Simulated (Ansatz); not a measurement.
Reaction (β-hydride elimination): `C[S][Zn][CH](C)C` → `C[S][ZnH]` + propene

Computed with Ansatz on PBE0-D4/def2-TZVP structures; ΔE is electronic, products minus reactants. CBS: MP2 limit from def2 TZ/QZ plus the TZ coupled-cluster correction, frozen cores. DFT in def2-TZVPP. B3LYP here is the variant with VWN-RPA as its local correlation; programs differ in this. For Zn outer-core shells are correlated without core-valence functions, which leaves a few kJ/mol of doubt a bond. Scalar relativity is left out up to krypton. Each species was taken in one conformer, which may not be the lowest.

| level | ΔE (kJ/mol) |
| --- | --- |
| PBE-D4 | 105.9 |
| PBE0-D4 | 110.9 |
| B3LYP-D4 | 89.5 |
| BHLYP | 82.1 |
| LC-ωPBE | 109.1 |
| MP2/def2-SVP | 121.4 |
| CCSD(T)/def2-SVP | 106.5 |
| MP2/CBS(def2) | 117.6 |

**Question.** What does CCSD(T)/CBS give? (Best estimate.)

**Answer.** Ansatz gave: +102.1 kJ/mol. The listed levels differ from it by 3.8, 8.8, -12.6, -20.0, 7.0, 19.3, 4.4, 15.5 kJ/mol.

Largest T1 diagnostic among the species: 0.014.

From r2SCAN to r2SCAN0 (25 % exact exchange), in def2-TZVPP and without D4, ΔE moves by +3.8 kJ/mol. Leaving LDA and LC-ωPBE aside and taking each functional with its dispersion term where it has one, the values, not all of them listed here, spread over 30.6 kJ/mol, from BLYP-D4 to PBE-QIDH. LDA lies +36.1 kJ/mol from PBE without D4. At CCSD(T), def2-SVP lies +4.4 kJ/mol from the extrapolated value and def2-TZVPP −3.0 kJ/mol.
